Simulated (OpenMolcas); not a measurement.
Ru5+ (d3) among equal point charges was computed by CASSCF with the d shell active (OpenMolcas, ANO-RCC-VDZP on the metal). Its lowest spin-free states, and all those of the highest spin:

```tsv
2S+1	Degeneracy	E (cm-1)
4	2	0.0
4	2	1858
4	1	7784
4	2	10249
2	2	17373
2	2	17420
2	2	17738
2	2	18553
2	1	18747
2	1	18783
2	1	19760
4	2	19931
4	1	27516
```

**Question.** Is the site octahedral, tetrahedral or cube-like, axial, or of lower symmetry?

**Answer.** The states with 2S+1 = 4 have orbital degeneracies 2, 2, 1, 2, 2, 1. There are pairs but no triples, so the site is axial: not cubic, but with a proper or improper axis of order three or more. The run had Ru5+ among 5 point charges of -2 e arranged as a trigonal bipyramid (D3h), 1.95 Å from the ion, with the axial distance 1.794 Å.

An orbital doublet at a regular site is open to a Jahn-Teller distortion, which this geometry leaves out. Without dynamic correlation the repulsion within the d shell is too large (B by tens of per cent), so at a given field states of lower spin stand too high. Point charges carry no covalency, so the field is a model and not that of real ligands. An unlabelled pair can be two single states that coincide in this model. No measured value stands beside these numbers.
